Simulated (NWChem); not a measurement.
System: C₃H₃NOSi; SMILES [SiH2](C#C)OC#N

NWChem printed, in part:

```
             Northwest Computational Chemistry Package (NWChem) 7.3.0
             --------------------------------------------------------

                             Geometry "geometry" -> ""
                             -------------------------

 Output coordinates in angstroms (scale by  1.889725989 to convert to a.u.)

  No.       Tag          Charge          X              Y              Z
 ---- ---------------- ---------- -------------- -------------- --------------
    1 C                    6.0000     1.36437000    -2.39887700    -0.07812000
    2 C                    6.0000     0.40497400    -1.65407700    -0.00950900
    3 Si                  14.0000    -1.02452600    -0.53669100     0.10658900
    4 O                    8.0000    -0.58317400     1.00214000    -0.51154800
    5 C                    6.0000     0.32490100     1.78511700    -0.06710600
    6 N                    7.0000     1.13850400     2.52201600     0.31277600
    7 H                    1.0000     2.21562100    -3.05549600    -0.13945600
    8 H                    1.0000    -1.44363900    -0.35665000     1.51874500
    9 H                    1.0000    -2.12981300    -0.95149600    -0.78418300

 Effective nuclear repulsion energy (a.u.)     235.2226573854

                              NWChem Property Module
                              ----------------------

  itol2e modified to match energy
  convergence criterion.

                                 NWChem DFT Module
                                 -----------------

 Summary of "ao basis" -> "ao basis" (spherical)
 ------------------------------------------------------------------------------
       Tag                 Description            Shells   Functions and Types
 ---------------- ------------------------------  ------  ---------------------
 C                          pcsseg-1                 7       17   3s3p1d
 Si                         pcsseg-1                10       24   4s5p1d
 O                          pcsseg-1                 7       17   3s3p1d
 N                          pcsseg-1                 7       17   3s3p1d
 H                          pcsseg-1                 3        5   2s1p

  itol2e modified to match energy
  convergence criterion.

            General Information
            -------------------
          SCF calculation type: DFT
          Wavefunction type:  closed shell.
          No. of atoms     :     9
          No. of electrons :    50
           Alpha electrons :    25
            Beta electrons :    25
          Charge           :     0
          Spin multiplicity:     1
          Use of symmetry is: off; symmetry adaption is: off
          Maximum number of iterations: 150
          AO basis - number of functions:   124
                     number of shells:    54
          Convergence on energy requested:  1.00D-07
          Convergence on density requested:  1.00D-05
          Convergence on gradient requested:  5.00D-04

              XC Information
              --------------
                        BHLYP Method XC Functional
                     Hartree-Fock (Exact) Exchange  0.500
                        Slater Exchange Functional  0.500 local
                    Becke 1988 Exchange Functional  0.500 non-local
              Lee-Yang-Parr Correlation Functional  1.000

             Grid Information
             ----------------
          Grid used for XC integration:  fine
          Radial quadrature: Mura-Knowles
          Angular quadrature: Lebedev.
          Tag              B.-S. Rad. Rad. Pts. Rad. Cut. Ang. Pts.
          ---              ---------- --------- --------- ---------
          C                   0.70       70          13.0       590
          Si                  1.10      123          12.0       770
          O                   0.60       70          13.0       590
          N                   0.65       70          14.0       590
          H                   0.35       60          13.0       590
          Grid pruning is: on
          Number of quadrature shells:   653
          Spatial weights used:  Erf1

      Superposition of Atomic Density Guess
      -------------------------------------

 Sum of atomic energies:        -532.30180976

      Non-variational initial energy
      ------------------------------

 Total energy =    -534.797776
 1-e energy   =   -1196.857750
 2-e energy   =     426.837317
 HOMO         =      -0.352460
 LUMO         =      -0.023396

   convergence    iter        energy       DeltaE   RMS-Dens  Diis-err
 ---------------- ----- ----------------- --------- --------- ---------
 d= 0,ls=0.0,diis     1   -535.2083295665 -7.70D+02  9.01D-03  1.15D+00
 d= 0,ls=0.0,diis     2   -535.1319011193  7.64D-02  5.39D-03  2.03D+00
 d= 0,ls=0.0,diis     3   -535.3417279463 -2.10D-01  1.33D-03  7.97D-02
 d= 0,ls=0.0,diis     4   -535.3491328467 -7.40D-03  4.14D-04  1.37D-02
 d= 0,ls=0.0,diis     5   -535.3503081236 -1.18D-03  1.63D-04  7.32D-04
  Resetting Diis
 d= 0,ls=0.0,diis     6   -535.3503788132 -7.07D-05  5.83D-05  1.49D-04
 d= 0,ls=0.0,diis     7   -535.3503963687 -1.76D-05  4.29D-05  2.47D-05
 d= 0,ls=0.0,diis     8   -535.3503933969  2.97D-06  2.46D-05  5.19D-05
 d= 0,ls=0.0,diis     9   -535.3503992876 -5.89D-06  3.79D-06  4.68D-07
 d= 0,ls=0.0,diis    10   -535.3503993453 -5.77D-08  2.07D-06  8.26D-08

         Total DFT energy =     -535.350399345299
      One electron energy =    -1200.123223191661
           Coulomb energy =      483.122714086889
    Exchange-Corr. energy =      -53.572547625965
 Nuclear repulsion energy =      235.222657385437

 Numeric. integr. density =       50.000000334925

                       DFT Final Molecular Orbital Analysis
                       ------------------------------------

 Vector   23  Occ=2.000000D+00  E=-3.744790D-01
              MO Center=  6.9D-01, -6.0D-01, -2.4D-02, r^2= 5.3D+00
   Bfn.  Coefficient  Atom+Function         Bfn.  Coefficient  Atom+Function
  ----- ------------  ---------------      ----- ------------  ---------------
    25      0.174411  2 C  py                 8      0.172606  1 C  py
   101      0.170456  6 N  pz                 7      0.144130  1 C  px
    28      0.143939  2 C  py                24      0.142682  2 C  px
   104      0.143137  6 N  pz                84      0.135126  5 C  pz
    70     -0.131639  4 O  pz                 9      0.127970  1 C  pz

 Vector   24  Occ=2.000000D+00  E=-3.698321D-01
              MO Center=  5.8D-01, -5.6D-01,  3.5D-02, r^2= 5.5D+00
   Bfn.  Coefficient  Atom+Function         Bfn.  Coefficient  Atom+Function
  ----- ------------  ---------------      ----- ------------  ---------------
     9      0.255597  1 C  pz                26      0.248243  2 C  pz
    29      0.197261  2 C  pz                12      0.185621  1 C  pz
   101     -0.146590  6 N  pz               115     -0.136669  8 H  s
    70      0.128724  4 O  pz               104     -0.124040  6 N  pz
     6      0.121097  1 C  pz               100      0.120296  6 N  py

 Vector   25  Occ=2.000000D+00  E=-3.656220D-01
              MO Center=  5.4D-01,  1.7D+00,  4.9D-02, r^2= 2.7D+00
   Bfn.  Coefficient  Atom+Function         Bfn.  Coefficient  Atom+Function
  ----- ------------  ---------------      ----- ------------  ---------------
    99      0.222640  6 N  px                68     -0.188281  4 O  px
   101     -0.188471  6 N  pz               102      0.186293  6 N  px
    65     -0.163504  4 O  px                70      0.163825  4 O  pz
    82      0.160914  5 C  px               104     -0.157373  6 N  pz
   100     -0.144531  6 N  py                67      0.140233  4 O  pz

[...]

          -----------------------------------------
          Chemical Shielding Tensors (GIAO, in ppm)
          -----------------------------------------

                                NWChem CPHF Module
                                ------------------

  scftype          =     RHF
  nclosed          =       25
  nopen            =        0
  variables        =     2475
  # of vectors     =        3
  tolerance        = 0.10D-03
  level shift      = 0.00D+00
  max iterations   =       50
  max subspace     =       30

 SCF residual:    1.4479014377452782E-004

Iterative solution of linear equations
  No. of variables     2475
  No. of equations        3
  Maximum subspace       30
        Iterations       50
       Convergence  1.0D-04

   iter   nsub   residual    time
   ----  ------  --------  ---------
     1      3    6.64D-01      73.7
     2      6    8.06D-02      79.6
     3      9    1.14D-02      85.8
     4     12    2.45D-03      92.0
     5     15    4.11D-04      99.7
     6     18    5.63D-05     105.8

      Atom:    1  C
        Diamagnetic
    270.0900    -13.6825     -1.2491
    -13.6825    262.5452      0.6933
     -1.2491      0.6933    251.3923

        Paramagnetic
   -128.5535   -108.0563    -10.0232
   -108.0563   -176.8388     10.0070
    -10.0232     10.0070   -263.2425

        Total Shielding Tensor
    141.5365   -121.7389    -11.2723
   -121.7389     85.7063     10.7004
    -11.2723     10.7004    -11.8503

           isotropic =      71.7975
          anisotropy =     251.5144

          Principal Components and Axis System
                 1           2           3
              239.4738    -13.5855    -10.4957

      1         0.7805     -0.2719      0.5630
      2        -0.6222     -0.4263      0.6566
      3        -0.0615      0.8628      0.5019

      Atom:    2  C
        Diamagnetic
    270.5158    -20.6054     -1.8387
    -20.6054    261.2602      1.0040
     -1.8387      1.0040    243.5333

        Paramagnetic
    -84.1859   -115.4395    -13.2443
   -115.4395   -144.3250      6.2195
    -13.2443      6.2195   -236.2835

        Total Shielding Tensor
    186.3299   -136.0450    -15.0830
   -136.0450    116.9352      7.2235
    -15.0830      7.2235      7.2498

           isotropic =     103.5050
          anisotropy =     284.1936

          Principal Components and Axis System
                 1           2           3
              292.9674     13.0873      4.4603

      1         0.7888      0.5222      0.3242
      2        -0.6120      0.7163      0.3353
      3        -0.0571     -0.4629      0.8846

      Atom:    3  Si
        Diamagnetic
    878.1121      0.3778     -0.8612
      0.3778    884.0725     -2.6738
     -0.8612     -2.6738    874.6209

        Paramagnetic
   -506.2093     26.9330      0.0085
     26.9330   -463.3740    -12.8535
      0.0085    -12.8535   -484.3184

        Total Shielding Tensor
    371.9027     27.3108     -0.8527
     27.3108    420.6984    -15.5273
     -0.8527    -15.5273    390.3025

           isotropic =     394.3012
          anisotropy =      64.6991

          Principal Components and Axis System
                 1           2           3
              437.4339    386.8637    358.6060

      1         0.3707      0.2955      0.8805
      2         0.8801      0.1911     -0.4346
      3        -0.2967      0.9361     -0.1892

      Atom:    4  O
        Diamagnetic
    398.3552     14.0361      4.5699
     14.0361    408.6198     -1.3967
      4.5699     -1.3967    388.6315

        Paramagnetic
    -82.6225     20.9807     13.8800
     20.9807   -111.8830     25.0399
     13.8800     25.0399   -130.8986

        Total Shielding Tensor
    315.7327     35.0168     18.4499
     35.0168    296.7368     23.6432
     18.4499     23.6432    257.7328

           isotropic =     290.0674
          anisotropy =      92.2380

          Principal Components and Axis System
                 1           2           3
              351.5594    272.1271    246.5158

      1         0.7413     -0.6700     -0.0401
      2         0.6017      0.6898     -0.4026
      3         0.2974      0.2743      0.9145

      Atom:    5  C
        Diamagnetic
    264.6752     20.3382     10.3360
     20.3382    263.1401      9.0984
     10.3360      9.0984    246.7256

        Paramagnetic
   -146.2904    127.3179     64.2233
    127.3179   -171.7260     59.3356
     64.2233     59.3356   -255.0805

        Total Shielding Tensor
    118.3848    147.6561     74.5593
    147.6561     91.4141     68.4340
     74.5593     68.4340     -8.3549

           isotropic =      67.1480
          anisotropy =     330.9163

          Principal Components and Axis System
                 1           2           3
              287.7589    -43.4950    -42.8199

      1         0.6987     -0.5071     -0.5047
      2         0.6382      0.7606      0.1192
      3         0.3234     -0.4053      0.8550

      Atom:    6  N
        Diamagnetic
    336.6794      6.2992      3.3371
      6.2992    336.7832      2.8414
      3.3371      2.8414    331.1534

        Paramagnetic
   -209.1168    171.7033     95.3350
    171.7033   -230.6540     69.2730
     95.3350     69.2730   -347.0629

        Total Shielding Tensor
    127.5626    178.0025     98.6721
    178.0025    106.1292     72.1144
     98.6721     72.1144    -15.9095

           isotropic =      72.5941
          anisotropy =     396.4929

          Principal Components and Axis System
                 1           2           3
              336.9227    -74.0217    -45.1186

      1         0.6968     -0.6660      0.2662
      2         0.6391      0.4081     -0.6519
      3         0.3255      0.6244      0.7101

      Atom:    7  H
        Diamagnetic
     34.9716     -7.2681     -0.6052
     -7.2681     31.5912      0.3987
     -0.6052      0.3987     25.5605

        Paramagnetic
     -2.9176      0.5285     -0.0351
      0.5285     -2.0343      0.1429
     -0.0351      0.1429     -1.6100

        Total Shielding Tensor
     32.0540     -6.7396     -0.6403
     -6.7396     29.5570      0.5415
     -0.6403      0.5415     23.9505

           isotropic =      28.5205
          anisotropy =      13.7856

          Principal Components and Axis System
                 1           2           3
               37.7109     23.9521     23.8985

      1         0.7674      0.6402     -0.0359
      2        -0.6383      0.7574     -0.1375
      3        -0.0608      0.1284      0.9899

      Atom:    8  H
        Diamagnetic
     24.7935     -0.4396     -5.3644
     -0.4396     24.1392      0.4299
     -5.3644      0.4299     35.4079

        Paramagnetic
      0.4669      0.0735      2.0171
      0.0735      0.9193     -0.6166
      2.0171     -0.6166     -5.8063

        Total Shielding Tensor
     25.2604     -0.3661     -3.3474
     -0.3661     25.0585     -0.1867
     -3.3474     -0.1867     29.6016

           isotropic =      26.6402
          anisotropy =       7.1706

          Principal Components and Axis System
                 1           2           3
               31.4206     25.1569     23.3430

      1        -0.4775     -0.2038      0.8546
      2         0.0017      0.9725      0.2329
      3         0.8786     -0.1127      0.4641

      Atom:    9  H
        Diamagnetic
     33.0651      3.1908      6.1860
      3.1908     25.9386      2.0368
      6.1860      2.0368     26.9053

        Paramagnetic
     -3.6182     -1.2161     -2.8674
     -1.2161      0.0383     -1.0451
     -2.8674     -1.0451     -1.6355

        Total Shielding Tensor
     29.4469      1.9747      3.3186
      1.9747     25.9769      0.9917
      3.3186      0.9917     25.2699

           isotropic =      26.8979
          anisotropy =       7.7711

          Principal Components and Axis System
                 1           2           3
               32.0786     25.1816     23.4334

      1         0.8248     -0.2752     -0.4940
      2         0.3403      0.9392      0.0449
      3         0.4516     -0.2052      0.8683
```

Level: BHandHLYP/pcSseg-1, GIAO. The geometry was optimised at PBE0/def2-SVP. NWChem prints the field gradient with the sign opposite to the second derivative of the potential. The printed shielding anisotropy is the first printed principal value minus the mean of the other two.

Problem. Reconstruct the input file.

Solution. This is not unique; one that fits is the input that was run:
```
start job
memory heap 200 mb stack 900 mb global 1100 mb
geometry units angstroms noautosym nocenter noautoz
  C      1.364370    -2.398877    -0.078120
  C      0.404974    -1.654077    -0.009509
  Si    -1.024526    -0.536691     0.106589
  O     -0.583174     1.002140    -0.511548
  C      0.324901     1.785117    -0.067106
  N      1.138504     2.522016     0.312776
  H      2.215621    -3.055496    -0.139456
  H     -1.443639    -0.356650     1.518745
  H     -2.129813    -0.951496    -0.784183
end
basis spherical
  * library pcsseg-1
end
dft
  xc bhlyp
  iterations 150
end
property
  shielding
  efieldgrad
end
task dft property
```
